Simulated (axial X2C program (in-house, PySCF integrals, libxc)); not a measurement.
## Testing model relations on AlTe⁻

A bond curve at the CCSD(T) level, with spin–orbit coupling, was computed with an in-house all-electron X2C program for linear molecules (integrals from PySCF) (basis Te dyall-acv3z [12s13p9d5f1g], Al dyall-av3z [9s9p3d2f] (cores contracted in-house)) for the state Ω = 0 (closed shell). Its fit gives Re = 2.4781 Å, ωe = 363.9 cm⁻¹, ωexe = 1.06 cm⁻¹ and αe = 5.114e-04 cm⁻¹; the masses are 129.9062 and 26.9815 u. Two-component means X2C with spin–orbit coupling and atomic mean-field Coulomb and Gaunt terms.

Correlated methods: 10 electrons correlated (number of frozen shells: Te 4 s, 3 p, 2 d; Al 2 s, 1 p), 282 virtual spin orbitals or spinors in MP2, 90 natural virtuals in coupled cluster.

Problem. Find the reduced mass, Be and the force constant.

Solution. From the CCSD(T) values: μ = 22.3412 u. Be = 16.8576/(μ Re²) = 0.1229 cm⁻¹. k = 5.8918×10⁻⁷ μ ωe² = 1.74 mdyn/Å.

Problem. Estimate De from a Morse curve and compare with the computed well depth of 3.475 eV to Te- + Al.

Solution. De(Morse) = ωe²/(4ωexe) = 3.872 eV against 3.475 eV computed, a ratio of 1.11. For De the Morse form works well here.

Problem. Estimate the centrifugal constant by the Kratzer relation.

Solution. D = 4Be³/ωe² = 5.60e-08 cm⁻¹.

Problem. Where do the fundamental and the first overtone lie?

Solution. ν(1←0) = ωe − 2ωexe = 361.8 cm⁻¹; ν(2←0) = 2ωe − 6ωexe = 721.4 cm⁻¹.

Problem. Give B0, the J = 1←0 line in GHz and the most populated J at 300 K (kT = 208.5 cm⁻¹).

Solution. B0 = Be − αe/2 = 0.1226 cm⁻¹; 2B0 = 7.352 GHz; J(max) ≈ √(kT/2B0) − 1/2 = 28.7, so J = 29.

One determinant describes the state; a PBE0 search over occupations chose it and may have missed a lower one. Dissociation energies refer to the lowest single-determinant-based atoms at the same level and basis. Coupled cluster ran in a truncated set of natural virtual spinors; the MP2 energy of the rest was added. (T) has no such correction and the atoms are truncated less, which lowers De at CCSD(T) by a hundredth of an eV or more. With the outer-core shells frozen, correlated bond lengths of heavy atoms tend to come out a few hundredths of an ångström too long.
